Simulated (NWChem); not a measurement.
System: AlP3H6; SMILES [Al]([PH2])([PH2])[PH2]

Parts of the log:

```
             Northwest Computational Chemistry Package (NWChem) 7.3.0
             --------------------------------------------------------

 C1  symmetry detected

                             Geometry "geometry" -> ""
                             -------------------------

 Output coordinates in angstroms (scale by  1.889725989 to convert to a.u.)

  No.       Tag          Charge          X              Y              Z
 ---- ---------------- ---------- -------------- -------------- --------------
    1 Al                  13.0000     0.00156867     0.00124022     0.03598682
    2 P                   15.0000    -2.09101570    -1.07576589     0.03732284
    3 H                    1.0000    -1.73197217    -2.07313961    -0.91561174
    4 H                    1.0000    -2.69302512    -0.20663959    -0.91867109
    5 P                   15.0000     0.11990397     2.34711627    -0.08703312
    6 H                    1.0000     1.09709605     2.50121887     0.93886466
    7 H                    1.0000    -0.99337862     2.58555281     0.77017298
    8 P                   15.0000     1.97804147    -1.26785545    -0.08703836
    9 H                    1.0000     1.52391570    -2.31201512     0.77001459
   10 H                    1.0000     2.67302534    -0.56352409     0.93863150

 Effective nuclear repulsion energy (a.u.)     291.0903030521

  pbe96 is a nonlocal functional; adding pw91lda local functional.

                                 NWChem DFT Module
                                 -----------------

 Summary of "ao basis" -> "ao basis" (spherical)
 ------------------------------------------------------------------------------
       Tag                 Description            Shells   Functions and Types
 ---------------- ------------------------------  ------  ---------------------
 Al                         6-31+g*                 10       22   5s4p1d
 P                          6-31+g*                 10       22   5s4p1d
 H                          6-31+g*                  2        2   2s

[...]

                                NWChem TDDFT Module
                                -------------------

            General Information
            -------------------
           No. of orbitals :     200
            Alpha orbitals :     100
             Beta orbitals :     100
        Alpha frozen cores :       0
         Beta frozen cores :       0
     Alpha frozen virtuals :       0
      Beta frozen virtuals :       0
         Spin multiplicity :       1
    Number of AO functions :     100
        Use of symmetry is : off
      Symmetry adaption is : off
         Schwarz screening :  0.10D-07

              XC Information
              --------------
   PerdewBurkeErnzerhof Exchange Functional   1.00
     Perdew 1991 LDA Correlation Functional   1.00 local
    PerdewBurkeErnz. Correlation Functional   1.00 non-local

             TDDFT Information
             -----------------
          Calculation type : TDDFT
         Wavefunction type : Restricted singlets
          No. of electrons :      64
           Alpha electrons :      32
            Beta electrons :      32
              No. of roots :       8
          Max subspacesize :    5600
            Max iterations :     100
               Target root :       1
           Target symmetry : none
      Symmetry restriction : off
                 Algorithm : Optimal
        Davidson threshold :  0.10D-03

    8 smallest eigenvalue differences (eV)
--------------------------------------------------------
  No. Spin  Occ  Vir  Irrep   E(Occ)    E(Vir)   E(Diff)
--------------------------------------------------------
    1    1   32   33 a        -0.222    -0.085     3.730
    2    1   31   33 a        -0.226    -0.085     3.836
    3    1   30   33 a        -0.251    -0.085     4.529
    4    1   32   34 a        -0.222    -0.053     4.608
    5    1   31   34 a        -0.226    -0.053     4.715
    6    1   32   35 a        -0.222    -0.035     5.095
    7    1   31   35 a        -0.226    -0.035     5.201
    8    1   32   36 a        -0.222    -0.029     5.256
--------------------------------------------------------

  Entering Davidson iterations
  Restricted singlet excited states

  Iter   NTrls   NConv    DeltaV     DeltaE      Time
  ----  ------  ------  ---------  ---------  ---------
    1      8       0     0.18E+00   0.10+100       13.5
    2     16       0     0.57E-01   0.24E-01        8.0
    3     32       0     0.25E-01   0.51E-02       11.3
    4     48       0     0.74E-02   0.43E-03       11.8
    5     64       0     0.40E-02   0.38E-04       17.9
    6     80       0     0.19E-02   0.10E-04       12.1
    7     96       2     0.99E-03   0.19E-05       11.5
    8    108       4     0.52E-03   0.40E-06       10.2
    9    116       6     0.22E-03   0.11E-06       13.9
   10    120       8     0.88E-04   0.21E-07        6.5
  ----  ------  ------  ---------  ---------  ---------
  Convergence criterion met

  Ground state a       -1269.417784789047 a.u.

  ----------------------------------------------------------------------------
  Root   1 singlet a              0.148113396 a.u.                4.0304 eV
  ----------------------------------------------------------------------------
     Transition Moments    X  0.31735   Y -0.62037   Z -0.00055
     Dipole Oscillator Strength                    0.0479463011
     Electric Quadrupole                           0.0000001385
     Magnetic Dipole                               0.0000011326
     Total Oscillator Strength                     0.0479475722

[...]
```

Level: PBE/6-31+G* (spherical d), full TDDFT. The geometry was optimised at B3LYP/6-31G* (spherical d).

Problem. Which NWChem input produces such a log?

Solution. Several could match; the one computed here: the input that was run:
```
start job
memory heap 200 mb stack 900 mb global 1100 mb
geometry units angstroms noautoz
  Al    -0.005365     0.002696     0.049854
  P     -2.357712    -0.046406    -0.004052
  H     -2.450542    -1.103430    -0.955805
  H     -2.494455     0.995474    -0.967124
  P      1.133480     2.058087    -0.053449
  H      2.054690     1.771121     0.995427
  H      0.217980     2.763967     0.780005
  P      1.215798    -2.005614    -0.037528
  H      0.329407    -2.741491     0.801421
  H      2.125037    -1.674322     1.008710
end
basis spherical
  * library 6-31+g*
end
dft
  xc xpbe96 cpbe96
  iterations 150
end
tddft
  nroots 8
  notriplet
end
task tddft energy
```
